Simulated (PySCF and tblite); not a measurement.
The numbers below are computed, except where a source is named.
C4H14Si2, numbered as in [CH3:1][C@@H:2]([SiH3:3])[C@H:4]([CH3:5])[SiH3:6].

Search: ETKDG and KDG, MMFF94s, GFN2-xTB, 200 starts; geometries at GFN2-xTB. Energies: PBE0-D3(BJ)/pcSseg-1, with GFN2-xTB thermal terms (modes under about 100 cm⁻¹ blended into free rotors). Symmetry numbers and mirror images are counted. Conformers within 2.5 kcal/mol (GFN2-xTB free energy) were kept, 7 at most. (PySCF 2.14, tblite 0.8.)

Rotational constants are equilibrium values for the commonest isotopes; dipoles come from the energy level named.

Torsions listed: Si3–C2–C4–Si6. Of a mirror pair one member is shown.

```tsv
conformer	shape	symmetry
1	78°	C1 (pair)
2	180°	Ci
```

Give the rotational constants and dipole components, as needed to look for these species in a jet-cooled rotational spectrum.


| conformer | A (MHz) | B (MHz) | C (MHz) | abs μa (D) | abs μb (D) | abs μc (D) | κ | Ic−Ia−Ib (u Å²) |
| --- | --- | --- | --- | --- | --- | --- | --- | --- |
| 1 | 2722 | 1420 | 1255 | 0.14 | 0.88 | 0.06 | -0.78 | -139.0 |
| 2 | 3476 | 1329 | 1023 | 0.00 | 0.00 | 0.00 | -0.75 | -31.5 |

Which type of transition is strongest for conformer 1?

b-type, since that component is clearly the largest; the top is asymmetric (κ = -0.78).
